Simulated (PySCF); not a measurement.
Spin-rotation constants: SMILES C=C1C(C#C)=C(Cl)C1=C, C$_{8}$H$_{5}$Cl

Geometry:
| atom | x (Å) | y (Å) | z (Å) |
| --- | --- | --- | --- |
| C1 | 2.420 | -2.435 | 0.318 |
| C2 | 1.617 | -1.539 | 0.357 |
| C3 | 0.681 | -0.510 | 0.374 |
| C4 | 0.300 | 0.454 | 1.267 |
| Cl5 | 0.795 | 0.877 | 2.832 |
| C6 | -0.720 | 1.014 | 0.372 |
| C7 | -1.600 | 2.000 | 0.424 |
| C8 | -0.317 | -0.031 | -0.616 |
| C9 | -0.683 | -0.385 | -1.834 |
| H10 | 3.123 | -3.214 | 0.293 |
| H11 | -2.257 | 2.209 | -0.401 |
| H12 | -1.687 | 2.628 | 1.295 |
| H13 | -0.212 | -1.208 | -2.343 |
| H14 | -1.462 | 0.139 | -2.360 |

The calculation used GIAO OLYP/3-21G magnetisability, rotational g tensor and spin-rotation constants, non-relativistic, gas phase (PySCF). Geometry: GFN2-xTB.

(1) Give the nuclear spin-rotation constants along the inertial axes (H = +C I·J) beside the isotropic shieldings.

Results:

(1) Rotational constants 1.5605, 1.4081, 0.7402 GHz. A star marks the isotopologue with that one atom substituted, in its own axes.
| atom | isotope | Caa (kHz) | Cbb (kHz) | Ccc (kHz) | mean (kHz) | σ (ppm) |
| --- | --- | --- | --- | --- | --- | --- |
| Cl5 | 35Cl | 0.436 | 0.310 | 0.110 | 0.285 | 776.3 |
| H10 | 1H | -0.025 | -0.089 | -0.093 | -0.069 | 29.5 |
| H11 | 1H | -0.168 | 0.109 | -0.097 | -0.052 | 28.1 |
| H12 | 1H | 0.081 | -0.116 | -0.097 | -0.044 | 28.1 |
| H13 | 1H | 0.115 | -0.148 | -0.096 | -0.043 | 28.2 |
| H14 | 1H | -0.139 | 0.082 | -0.096 | -0.051 | 28.2 |
| C1 | 13C* | 0.243 | 0.310 | 0.192 | 0.248 | 119.3 |
| C2 | 13C* | 0.140 | 0.279 | 0.198 | 0.206 | 138.0 |
| C3 | 13C* | 0.437 | 0.504 | 0.106 | 0.349 | 89.1 |
| C4 | 13C* | 0.449 | 0.569 | 0.117 | 0.378 | 73.4 |
| C6 | 13C* | 0.512 | 0.502 | 0.112 | 0.375 | 77.1 |
| C7 | 13C* | 0.415 | 0.428 | 0.060 | 0.301 | 116.7 |
| C8 | 13C* | 0.552 | 0.460 | 0.097 | 0.370 | 82.2 |
| C9 | 13C* | 0.426 | 0.397 | 0.062 | 0.295 | 119.4 |

For the geometry as given, no vibrational averaging.
